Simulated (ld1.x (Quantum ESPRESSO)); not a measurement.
# Reading a pseudo-wave (In)

Columns: radius, all-electron u(r) and pseudo u(r) of the 5p shell (level -3.87 eV) of indium in the configuration [Kr] 4d10 5s2 5p0.75; PBEsol, scalar-relativistic, TM scheme, ld1.x (Quantum ESPRESSO) 7.5.

```
r (bohr)  all-electron   pseudo
   0.123        0.0183  -0.0018
   0.245       -0.1450  -0.0071
   0.368       -0.0519  -0.0162
   0.490        0.1075  -0.0290
   0.613        0.2102  -0.0460
   0.735        0.2326  -0.0673
   0.858        0.1935  -0.0933
   0.980        0.1188  -0.1239
   1.103        0.0274  -0.1597
   1.225       -0.0663  -0.1996
   1.348       -0.1564  -0.2436
   1.470       -0.2375  -0.2900
   1.593       -0.3094  -0.3377
   1.715       -0.3705  -0.3840
   1.838       -0.4224  -0.4277
   1.960       -0.4646  -0.4663
   2.083       -0.4989  -0.4992
   2.205       -0.5255  -0.5255
   2.328       -0.5457  -0.5457
   2.450       -0.5599  -0.5599
   2.573       -0.5691  -0.5691
   2.695       -0.5738  -0.5738
   2.818       -0.5747  -0.5747
   2.940       -0.5723  -0.5723
   3.063       -0.5670  -0.5670
   3.185       -0.5594  -0.5594
```

(1) How many radial nodes do the two functions have?

(2) At about which radius was the pseudo-wave matched?

(3) Where does each function peak?

(4) Is the pseudo-wave norm-conserving?

Answers

(1) The all-electron 5p function has n − l − 1 = 3; the pseudo-wave has 0, since the states of the same l below it are removed with the core.

(2) 2.45 bohr. The columns agree to 0.0005 from 2.08 bohr on; several derivatives are matched, so the curves merge somewhat inside the radius.

(3) Outermost all-electron maximum near 2.82 bohr, pseudo maximum near 2.82 bohr (to the table’s step).

(4) Yes: the TM scheme keeps the norm inside the radius equal to the all-electron one, which fixes the energy derivative of the logarithmic derivative at the level.
